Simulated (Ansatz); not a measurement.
`O[SiH2]N[Si](O)(Cl)Cl` from Hartree–Fock to CCSD(T)

```xyz
12

O     0.3739    1.8927   -0.2362
Si    0.6562    0.8629    1.0340
N    -0.3555   -0.4981    0.7666
Si   -0.6459   -1.3105   -0.7070
O    -0.1588   -0.3744   -1.9334
Cl   -2.6336   -1.7719   -0.7959
Cl    0.3573   -3.0749   -0.8668
H     1.0809    2.4994   -0.4643
H     0.2686    1.4522    2.3390
H     2.1084    0.5496    1.0311
H    -0.9093   -0.7971    1.5564
H    -0.1423    0.5700   -1.7234
```

The species carries charge 0 and has multiplicity 1. Geometry: relaxed with PBE0-D4/def2-TZVP. It is one conformer, not always the lowest. Frozen core, restricted reference, Ansatz. CBS rows extrapolate triple and quadruple zeta; past MP2 they add the triple-zeta difference.

```
     basis      HF (Eh)  MP2 corr.
def2-TZVPP  -1704.39167   -1.30073
def2-QZVPP  -1704.44606   -1.41484
```

**Question.** Estimate the CCSD correlation energy and the (T) correction in each basis where they were run (hartree).

**Answer.** 
| basis | CCSD corr. | (T) |
| --- | --- | --- |
| def2-TZVPP | -1.35459 | -0.05357 |
| CBS(def2) | -1.55323 | as TZ |
